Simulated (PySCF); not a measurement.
Simulation results for B₃GeH₆, B₂GeH₆N, CH₅BGeO, B₂ClGeH₃

Calculation on a computer-drawn molecule: the log of a Hartree-Fock and frozen-core CCSD(T) single point meant for a local Hartree-Fock minimum, with one planted fault or none, to be diagnosed. Offsets are logged minus clean, where the clean run is the same molecule without the fault. The reference is restricted for singlets and unrestricted otherwise, and also for a bond in bohr or an excited solution. Adding or removing an electron swaps singlet and doublet. The excited solution moves the top pair (singlet) or top alpha electron (doublet) to the lowest empty orbital. Highest occupied and lowest empty are orbital energies over both spins, largest force is the largest gradient component, triples share is (T) over the correlation energy, the T1 limit is 0.02 restricted and 0.045 unrestricted, electrons count all cores, a negative frequency is imaginary (commonest isotopes), and the dipole is about the centre of nuclear charge; on germanium a core potential holds 10 electrons, which the energies leave out, and 3d is frozen in MP2 and coupled-cluster steps. Program: PySCF 2.14.0.

Common to all runs: meant charge 0; meant basis and core potential on germanium cc-pVDZ-PP ECP10MDF; logged SCF converged yes; logged CC converged yes; logged SCF stable within its kind yes; possible faults no fault, one electron removed, one electron added, multiplicity raised by two, geometry at a saddle point, SCF held on an excited solution, minimal basis STO-3G, one bond length entered in bohr, all coordinates scaled.

(1) 
```xyz
10
formula=B3GeH6 meant_multiplicity=2 meant_basis=cc-pVDZ logged_electrons=52 logged_basis_functions=95 logged_spin_squared=0 logged_highest_occupied=-16.157 logged_lowest_empty=-6.9539 logged_largest_force=0.02885 logged_T1_diagnostic=0.0082618 logged_D1_diagnostic=0.018594 logged_triples_share=0.022347 logged_dipole_magnitude=0.0006212 logged_energy_HF=-370.55186 logged_energy_CCSD(T)=-370.9224 planted_fault=one_electron_removed HF_energy_offset_from_clean_run=175.4 CCSD(T)_energy_offset_from_clean_run=191
B     -1.1282     0.9043    -1.7559
Ge     0.6614     1.8121    -1.2892
B      1.9946     0.8736    -0.0298
B      1.1179     3.6582    -2.0820
H     -1.9120     1.4397    -2.4885
H     -1.4055    -0.1695    -1.3000
H      1.7404    -0.2009     0.4378
H      3.0395     1.3913     0.2496
H      2.1563     4.1965    -1.8178
H      0.3502     4.2143    -2.8163
```

Units: logged_highest_occupied, logged_lowest_empty in eV; logged_largest_force in hartree/bohr; logged_dipole_magnitude in debye; logged_energy_HF, logged_energy_CCSD(T) in hartree; HF_energy_offset_from_clean_run, CCSD(T)_energy_offset_from_clean_run in kcal/mol.

Drawn bonds:
| atom | other atom | order |
| --- | --- | --- |
| 1 | 2 | 1 |
| 2 | 3 | 1 |
| 2 | 4 | 1 |
| 1 | 5 | 1 |
| 1 | 6 | 1 |
| 3 | 7 | 1 |
| 3 | 8 | 1 |
| 4 | 9 | 1 |
| 4 | 10 | 1 |

(2) 
```xyz
10
formula=B3GeH6 meant_multiplicity=2 meant_basis=cc-pVDZ logged_electrons=53 logged_basis_functions=95 logged_spin_squared=1.4085 logged_highest_occupied=-8.5345 logged_lowest_empty=-0.51643 logged_largest_force=0.016039 logged_T1_diagnostic=0.061012 logged_D1_diagnostic=0.26214 logged_triples_share=0.034356 logged_dipole_magnitude=1.2778 logged_energy_HF=-370.7126 logged_energy_CCSD(T)=-371.10866 planted_fault=one_bond_length_entered_in_bohr,row_4_of_the_drawn_bonds HF_energy_offset_from_clean_run=74.58 CCSD(T)_energy_offset_from_clean_run=74.12
B     -1.1282     0.9043    -1.7559
Ge     0.6614     1.8121    -1.2892
B      1.9946     0.8736    -0.0298
B      1.1179     3.6582    -2.0820
H     -2.6094     1.9160    -3.1403
H     -1.4055    -0.1695    -1.3000
H      1.7404    -0.2009     0.4378
H      3.0395     1.3913     0.2496
H      2.1563     4.1965    -1.8178
H      0.3502     4.2143    -2.8163
```

Units: logged_highest_occupied, logged_lowest_empty in eV; logged_largest_force in hartree/bohr; logged_dipole_magnitude in debye; logged_energy_HF, logged_energy_CCSD(T) in hartree; HF_energy_offset_from_clean_run, CCSD(T)_energy_offset_from_clean_run in kcal/mol.

Drawn bonds:
| atom | other atom | order |
| --- | --- | --- |
| 1 | 2 | 1 |
| 2 | 3 | 1 |
| 2 | 4 | 1 |
| 1 | 5 | 1 |
| 1 | 6 | 1 |
| 3 | 7 | 1 |
| 3 | 8 | 1 |
| 4 | 9 | 1 |
| 4 | 10 | 1 |

Notes: T1 above single-reference limit.

(3) 
```xyz
10
formula=B3GeH6 meant_multiplicity=2 meant_basis=cc-pVDZ logged_electrons=53 logged_basis_functions=95 logged_spin_squared=3.7656 logged_highest_occupied=-6.3491 logged_lowest_empty=-1.6815 logged_largest_force=0.068645 logged_T1_diagnostic=0.027468 logged_D1_diagnostic=0.12882 logged_triples_share=0.034406 logged_dipole_magnitude=2.6067 logged_energy_HF=-370.70152 logged_energy_CCSD(T)=-371.10006 planted_fault=multiplicity_raised_by_two HF_energy_offset_from_clean_run=81.53 CCSD(T)_energy_offset_from_clean_run=79.52
B     -1.1282     0.9043    -1.7559
Ge     0.6614     1.8121    -1.2892
B      1.9946     0.8736    -0.0298
B      1.1179     3.6582    -2.0820
H     -1.9120     1.4397    -2.4885
H     -1.4055    -0.1695    -1.3000
H      1.7404    -0.2009     0.4378
H      3.0395     1.3913     0.2496
H      2.1563     4.1965    -1.8178
H      0.3502     4.2143    -2.8163
```

Units: logged_highest_occupied, logged_lowest_empty in eV; logged_largest_force in hartree/bohr; logged_dipole_magnitude in debye; logged_energy_HF, logged_energy_CCSD(T) in hartree; HF_energy_offset_from_clean_run, CCSD(T)_energy_offset_from_clean_run in kcal/mol.

Drawn bonds:
| atom | other atom | order |
| --- | --- | --- |
| 1 | 2 | 1 |
| 2 | 3 | 1 |
| 2 | 4 | 1 |
| 1 | 5 | 1 |
| 1 | 6 | 1 |
| 3 | 7 | 1 |
| 3 | 8 | 1 |
| 4 | 9 | 1 |
| 4 | 10 | 1 |

(4) 
```xyz
10
formula=B2GeH6N meant_multiplicity=2 meant_basis=cc-pVDZ logged_electrons=56 logged_basis_functions=95 logged_spin_squared=0 logged_highest_occupied=-0.76513 logged_lowest_empty=6.1065 logged_largest_force=0.035153 logged_T1_diagnostic=0.023395 logged_D1_diagnostic=0.10167 logged_triples_share=0.038927 logged_dipole_magnitude=3.3402 logged_energy_HF=-400.63906 logged_energy_CCSD(T)=-401.17443 planted_fault=one_electron_added HF_energy_offset_from_clean_run=-3.213 CCSD(T)_energy_offset_from_clean_run=-32.1
B     -0.3246    -1.5786    -0.4324
Ge    -0.0609    -0.5215     1.2677
B     -0.5175     1.4184     1.5927
N      0.5668    -1.4507     2.7026
H     -0.0389    -2.7405    -0.5001
H     -0.7700    -1.0186    -1.3927
H     -0.3401     1.9351     2.6593
H     -0.9682     2.0609     0.6881
H      1.0505    -2.3157     2.5514
H      0.9631    -0.9489     3.4748
```

Units: logged_highest_occupied, logged_lowest_empty in eV; logged_largest_force in hartree/bohr; logged_dipole_magnitude in debye; logged_energy_HF, logged_energy_CCSD(T) in hartree; HF_energy_offset_from_clean_run, CCSD(T)_energy_offset_from_clean_run in kcal/mol.

Drawn bonds:
| atom | other atom | order |
| --- | --- | --- |
| 1 | 2 | 1 |
| 2 | 3 | 1 |
| 2 | 4 | 1 |
| 1 | 5 | 1 |
| 1 | 6 | 1 |
| 3 | 7 | 1 |
| 3 | 8 | 1 |
| 4 | 9 | 1 |
| 4 | 10 | 1 |

Notes: T1 above single-reference limit.

(5) 
```xyz
10
formula=B2GeH6N meant_multiplicity=2 meant_basis=cc-pVDZ logged_electrons=55 logged_basis_functions=95 logged_spin_squared=0.7584 logged_highest_occupied=-7.1881 logged_lowest_empty=0.4138 logged_largest_force=2.077e-05 logged_lowest_frequency=100.9 logged_T1_diagnostic=0.02203 logged_D1_diagnostic=0.092626 logged_triples_share=0.029311 logged_dipole_magnitude=1.3437 logged_energy_HF=-400.63394 logged_energy_CCSD(T)=-401.12328 planted_fault=no_fault HF_energy_offset_from_clean_run=0 CCSD(T)_energy_offset_from_clean_run=0
B     -0.3246    -1.5786    -0.4324
Ge    -0.0609    -0.5215     1.2677
B     -0.5175     1.4184     1.5927
N      0.5668    -1.4507     2.7026
H     -0.0389    -2.7405    -0.5001
H     -0.7700    -1.0186    -1.3927
H     -0.3401     1.9351     2.6593
H     -0.9682     2.0609     0.6881
H      1.0505    -2.3157     2.5514
H      0.9631    -0.9489     3.4748
```

Units: logged_highest_occupied, logged_lowest_empty in eV; logged_largest_force in hartree/bohr; logged_lowest_frequency in cm⁻¹; logged_dipole_magnitude in debye; logged_energy_HF, logged_energy_CCSD(T) in hartree; HF_energy_offset_from_clean_run, CCSD(T)_energy_offset_from_clean_run in kcal/mol.

Drawn bonds:
| atom | other atom | order |
| --- | --- | --- |
| 1 | 2 | 1 |
| 2 | 3 | 1 |
| 2 | 4 | 1 |
| 1 | 5 | 1 |
| 1 | 6 | 1 |
| 3 | 7 | 1 |
| 3 | 8 | 1 |
| 4 | 9 | 1 |
| 4 | 10 | 1 |

(6) 
```xyz
9
formula=CH5BGeO meant_multiplicity=1 meant_basis=cc-pVDZ logged_electrons=56 logged_basis_functions=90 logged_spin_squared=2.0208 logged_highest_occupied=-5.8788 logged_lowest_empty=0.79346 logged_largest_force=0.14756 logged_T1_diagnostic=0.030304 logged_D1_diagnostic=0.14885 logged_triples_share=0.02689 logged_dipole_magnitude=2.0206 logged_energy_HF=-433.56143 logged_energy_CCSD(T)=-434.07198 planted_fault=multiplicity_raised_by_two HF_energy_offset_from_clean_run=46.84 CCSD(T)_energy_offset_from_clean_run=81.5
B     -1.7216    -0.7976    -0.3732
Ge    -0.6655    -2.4409     0.3454
C      0.1668    -3.5972    -0.9877
O     -0.5394    -2.7493     1.9373
H     -1.1753     0.2561    -0.5202
H     -2.8842    -0.8935    -0.6372
H      0.8801    -3.0273    -1.5888
H     -0.5932    -4.0037    -1.6600
H      0.6842    -4.4147    -0.4865
```

Units: logged_highest_occupied, logged_lowest_empty in eV; logged_largest_force in hartree/bohr; logged_dipole_magnitude in debye; logged_energy_HF, logged_energy_CCSD(T) in hartree; HF_energy_offset_from_clean_run, CCSD(T)_energy_offset_from_clean_run in kcal/mol.

Drawn bonds:
| atom | other atom | order |
| --- | --- | --- |
| 1 | 2 | 1 |
| 2 | 3 | 1 |
| 2 | 4 | 2 |
| 1 | 5 | 1 |
| 1 | 6 | 1 |
| 3 | 7 | 1 |
| 3 | 8 | 1 |
| 3 | 9 | 1 |

(7) 
```xyz
9
formula=CH5BGeO meant_multiplicity=1 meant_basis=cc-pVDZ logged_electrons=56 logged_basis_functions=90 logged_spin_squared=0 logged_highest_occupied=-10.198 logged_lowest_empty=0.72543 logged_largest_force=0.049993 logged_T1_diagnostic=0.026343 logged_D1_diagnostic=0.09864 logged_triples_share=0.036019 logged_dipole_magnitude=5.5163 logged_energy_HF=-433.62615 logged_energy_CCSD(T)=-434.2016 planted_fault=all_coordinates_scaled,by_+3.5_% HF_energy_offset_from_clean_run=6.228 CCSD(T)_energy_offset_from_clean_run=0.1565
B     -1.7818    -0.8255    -0.3863
Ge    -0.6888    -2.5264     0.3574
C      0.1726    -3.7231    -1.0222
O     -0.5582    -2.8455     2.0051
H     -1.2164     0.2651    -0.5384
H     -2.9852    -0.9247    -0.6595
H      0.9109    -3.1333    -1.6444
H     -0.6140    -4.1439    -1.7181
H      0.7082    -4.5692    -0.5035
```

Units: logged_highest_occupied, logged_lowest_empty in eV; logged_largest_force in hartree/bohr; logged_dipole_magnitude in debye; logged_energy_HF, logged_energy_CCSD(T) in hartree; HF_energy_offset_from_clean_run, CCSD(T)_energy_offset_from_clean_run in kcal/mol.

Drawn bonds:
| atom | other atom | order |
| --- | --- | --- |
| 1 | 2 | 1 |
| 2 | 3 | 1 |
| 2 | 4 | 2 |
| 1 | 5 | 1 |
| 1 | 6 | 1 |
| 3 | 7 | 1 |
| 3 | 8 | 1 |
| 3 | 9 | 1 |

Notes: T1 above single-reference limit.

(8) 
```xyz
7
formula=B2ClGeH3 meant_multiplicity=1 meant_basis=cc-pV(D+d)Z logged_electrons=62 logged_basis_functions=89 logged_spin_squared=2.0287 logged_highest_occupied=-7.6174 logged_lowest_empty=-0.60817 logged_largest_force=0.030565 logged_T1_diagnostic=0.021216 logged_D1_diagnostic=0.074363 logged_triples_share=0.030863 logged_dipole_magnitude=1.1364 logged_energy_HF=-803.93535 logged_energy_CCSD(T)=-804.35893 planted_fault=multiplicity_raised_by_two HF_energy_offset_from_clean_run=23.42 CCSD(T)_energy_offset_from_clean_run=36.31
B      0.5285     3.9923     2.3442
Ge     2.3460     3.0317     2.2927
B      1.5531     1.2754     1.5158
Cl     1.5176     1.0264    -0.2413
H      0.1644     4.6588     1.4144
H     -0.1507     3.9676     3.3345
H      1.1806     0.3603     2.1893
```

Units: logged_highest_occupied, logged_lowest_empty in eV; logged_largest_force in hartree/bohr; logged_dipole_magnitude in debye; logged_energy_HF, logged_energy_CCSD(T) in hartree; HF_energy_offset_from_clean_run, CCSD(T)_energy_offset_from_clean_run in kcal/mol.

Drawn bonds:
| atom | other atom | order |
| --- | --- | --- |
| 1 | 2 | 1 |
| 2 | 3 | 1 |
| 3 | 4 | 1 |
| 1 | 5 | 1 |
| 1 | 6 | 1 |
| 3 | 7 | 1 |
